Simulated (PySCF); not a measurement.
**Ionisation energy of C+ by level of theory**

C+ [He] 2s2 2p1 (2P) → C(2+) [He] 2s2 (1S), as a difference of total energies. All numbers are calculated (PySCF 2.14, no relativity, point nucleus, in def2-SVP (3s2p1d, 14 functions)). Correlated levels: valence: 1s2 frozen. The calculations carry no spin-orbit coupling.

Problem. Order these methods by the ionisation energy they give, lowest first.
A. LDA
B. CCSD (valence)
C. MP2 (valence)
D. SCS-MP2 (valence)

Solution. B (24.133 eV), D (24.309 eV), C (24.355 eV), A (24.891 eV).

Errors of the correlated levels include the incompleteness of this basis and the frozen core.

The coupled-cluster amplitudes are large for C(2+) (T1 above 0.03 or a double amplitude above 0.15), so a single reference is strained.

For comparison: 24.378 eV (measured; NIST levels, between the centres of gravity of the two terms).
